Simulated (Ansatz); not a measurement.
Ansatz (a quantum-chemistry and plane-wave program) input (BLYP/6-31G*):

Ansatz 0.2 input:
```yaml
crystal:
  periodic: [false, false, false]
  atoms:
    - {symbol: N, position_ang: [-1.56282700, 0.14996400, 1.16280000]}
    - {symbol: Si, position_ang: [-1.17907000, -0.36180000, -0.44804100]}
    - {symbol: Si, position_ang: [1.13126900, 0.03196900, -0.66411900]}
    - {symbol: N, position_ang: [1.65275600, 0.47055100, 0.92951700]}
    - {symbol: H, position_ang: [-2.49161400, 0.02386000, 1.53559700]}
    - {symbol: H, position_ang: [-1.15065900, 1.00568100, 1.50340200]}
    - {symbol: H, position_ang: [-1.52385500, -1.80188400, -0.55785500]}
    - {symbol: H, position_ang: [-1.93353500, 0.32213000, -1.53898400]}
    - {symbol: H, position_ang: [1.43253600, 1.17177500, -1.56681400]}
    - {symbol: H, position_ang: [1.81312400, -1.15297400, -1.26254800]}
    - {symbol: H, position_ang: [2.60484900, 0.75747200, 1.09898300]}
    - {symbol: H, position_ang: [1.28886800, -0.05202700, 1.71223200]}
basis:
  gaussian:
    orbitals: 6-31G*
hamiltonian:
  xc: {name: BLYP}
output: {forces: true}
```

Output:

```
Functional definition: BLYP
integrals: 0.04 GiB planned
1132 factors; their error is unknown
mean field: 0.21 GiB planned
mean field evaluation 1: about -18848.1307 eV, gradient 8.8e1 eV
mean field evaluation 2: about -18787.7650 eV, gradient 1.7e2 eV
mean field evaluation 4: about -18863.5020 eV, gradient 5.2e0 eV
mean field evaluation 8: about -18863.6210 eV, gradient 6.4e-2 eV
mean field evaluation 16: about -18863.5366 eV, gradient 2.4e-5 eV
mean field -18863.53661307 eV, -693.2221843660 hartree, gradient 1.3e-5 eV, S^2 0.000000; 0 other end points of the search recorded, 0 dependent functions left out
the calculation of the forces begins
reference -18863.53695930 eV, -693.2221970898 hartree; 25, 25 occupied and 59, 59 virtual orbitals, 1132 factors
Total energy: -18863.53695930 eV, -693.2221970898 hartree
Atom 0 at    -1.562827     0.149964     1.162800 Å, force     0.204179    -0.253270     0.288834 eV/Å
Atom 1 at    -1.179070    -0.361800    -0.448041 Å, force     0.113941    -0.001098    -0.292339 eV/Å
Atom 2 at     1.131269     0.031969    -0.664119 Å, force    -0.136639    -0.155522    -0.235772 eV/Å
Atom 3 at     1.652756     0.470551     0.929517 Å, force    -0.186629     0.374367     0.119494 eV/Å
Atom 4 at    -2.491614     0.023860     1.535597 Å, force    -0.525349    -0.060576     0.197253 eV/Å
Atom 5 at    -1.150659     1.005681     1.503402 Å, force     0.213755     0.468357     0.154281 eV/Å
Atom 6 at    -1.523855    -1.801884    -0.557855 Å, force    -0.074028    -0.284022    -0.037664 eV/Å
Atom 7 at    -1.933535     0.322130    -1.538984 Å, force    -0.147908     0.102934    -0.292899 eV/Å
Atom 8 at     1.432536     1.171775    -1.566814 Å, force     0.064162     0.215947    -0.191878 eV/Å
Atom 9 at     1.813124    -1.152974    -1.262548 Å, force     0.126712    -0.249192    -0.200273 eV/Å
Atom 10 at     2.604849     0.757472     1.098983 Å, force     0.537709     0.145866     0.090338 eV/Å
Atom 11 at     1.288868    -0.052027     1.712232 Å, force    -0.189905    -0.303790     0.400624 eV/Å
Dipole moment:     0.015437     0.106516     0.359162 e Å
```

The geometry given is a B3LYP-D3(BJ)/def2-TZVP minimum.
